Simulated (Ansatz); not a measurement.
Basis sets compared for `[C-]#[N+]CCCCCCCCCC`. The state is a singlet with charge 0. Geometry PBE-D4/def2-SVP. Ansatz on 4 threads of Arm Neoverse V2 on a shared host; times are rough, and most runs start from earlier orbitals.

Cartesian coordinates in Å:
```
C -0.011 5.139 -5.401
N -0.402 4.531 -4.461
C -0.833 3.780 -3.335
C 0.207 2.746 -2.881
C -0.263 1.943 -1.667
C 0.757 0.903 -1.196
C 0.300 0.096 0.023
C 1.325 -0.947 0.480
C 0.935 -1.726 1.744
C -0.302 -2.620 1.587
C -0.599 -3.515 2.799
C -0.956 -2.756 4.080
H -1.790 3.277 -3.593
H -1.060 4.487 -2.507
H 0.428 2.065 -3.731
H 1.157 3.273 -2.650
H -1.224 1.434 -1.907
H -0.494 2.638 -0.828
H 0.984 0.206 -2.035
H 1.720 1.411 -0.963
H -0.668 -0.399 -0.213
H 0.083 0.792 0.866
H 2.298 -0.436 0.657
H 1.512 -1.665 -0.351
H 0.778 -1.005 2.577
H 1.795 -2.361 2.053
H -0.164 -3.263 0.689
H -1.197 -1.994 1.375
H 0.280 -4.171 2.990
H -1.434 -4.201 2.539
H -1.829 -2.087 3.921
H -0.118 -2.123 4.437
H -1.215 -3.451 4.904
```

Binding counts from free atoms (C triplet, N quartet, H doublet) in the same basis, without a counterpoise term.

```
           level  functions  energy (Eh)  HOMO (eV)  LUMO (eV)  binding per atom (eV)  wall time
 PBE-D4/def2-SVP        273    -485.5308      -6.72      -0.28                   4.39      4.4 s
PBE0-D4/def2-SVP        273    -485.6147      -8.43       0.82                   4.34        9 s
```

(1) Estimate the rows for PBE-D4/def2-TZVP, PBE0-D4/def2-TZVP (with forces).

Results:

(1) 
```
                          level  functions  energy (Eh)  HOMO (eV)  LUMO (eV)  binding per atom (eV)  wall time
               PBE-D4/def2-TZVP        498    -486.0523      -7.01      -0.50                   4.35      8.5 s
PBE0-D4/def2-TZVP (with forces)        498    -486.1251      -8.63       0.54                   4.29       33 s
```
